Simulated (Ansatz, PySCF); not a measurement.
C₂H₉NO₃Sn, singlet, at a GFN2-xTB geometry (such geometries of metal compounds can be far from the true shape) (all electrons, no relativity). Base run: CASSCF(6,6)/STO-3G (PySCF).

Input for PySCF:
```python
from pyscf import gto, scf, mcscf
import numpy

mol = gto.Mole()
mol.atom = '''
    C    -3.465124    1.091115    0.520683
    C    -2.361924    0.045541    0.479374
    O    -1.148082    0.721659    0.234976
    Sn    0.581641   -0.105673   -0.086603
    N     1.844577    1.412920   -0.357251
    O     1.105209   -1.313792    1.316930
    O     0.474785   -1.274505   -1.621432
    H    -4.420110    0.610120    0.713480
    H    -3.510677    1.617609   -0.428542
    H    -3.258512    1.811742    1.306795
    H    -2.316508   -0.486929    1.435296
    H    -2.569276   -0.682741   -0.313191
    H     2.577953    1.394460    0.344352
    H     1.356066    2.295689   -0.235036
    H     1.154921   -2.227649    1.030502
    H     0.499058   -0.825934   -2.466882
'''
mol.basis = 'sto-3g'
mol.charge = 0
mol.spin = 0
mol.verbose = 4
mol.build()

mf = scf.RHF(mol)
mf.kernel()
mc = mcscf.CASSCF(mf, 6, 6)
mc.fix_spin_(ss=0.0)
mc.kernel()
occ = numpy.linalg.eigvalsh(mc.fcisolver.make_rdm1(mc.ci, mc.ncas, mc.nelecas))[::-1]
ss = mc.fcisolver.spin_square(mc.ci, mc.ncas, mc.nelecas)[0]
print('natural occupations', occ.round(4), ' <S^2>', round(ss, 4))
```

Programs used: Ansatz (a program for electronic structure), PySCF; a row that names a program was run with it.

Variants of this job, named by their change:

| change | ΔE vs base (kcal/mol) | natural occupations | <S^2> of the state |
|---|---|---|---|
| base | 0.000 | 1.98 1.97 1.97 0.03 0.03 0.02 | 0.00 |
| active space = 2 electrons, 4 orbitals | 25.88 | 1.98 0.02 0.00 0.00 | 0.00 |
| orbitals = fixed (CASCI) | 30.01 | 2.00 2.00 1.99 0.01 0.00 0.00 | 0.00 |
| orbitals = fixed (CASCI); correction = SC-NEVPT2 | -143.8 | 2.00 2.00 1.99 0.01 0.00 0.00 | 0.00 |
| start = MP2 natural orbitals | 8.33 | 1.98 1.97 1.97 0.04 0.02 0.02 | 0.00 |
| state_average = 2 states | 16.91 | - | - |
| active space = 4 electrons, 5 orbitals | 8.35 | 1.97 1.97 0.03 0.02 0.00 | 0.00 |
| fix_spin_ = off | 0.000 | 1.98 1.97 1.97 0.03 0.03 0.02 | 0.00 |
| active space = 6 electrons, 4 orbitals | 25.76 | 2.00 2.00 1.98 0.03 | 0.00 |
| correction = SC-NEVPT2 | -148.2 | 1.98 1.97 1.97 0.03 0.03 0.02 | 0.00 |
| code = ansatz | 0.017 | - | - |

Active orbitals are taken around the Fermi level unless the row says otherwise; CASSCF can end in different local minima, and two programs can end on different orbitals. State-averaged rows give the lowest state.
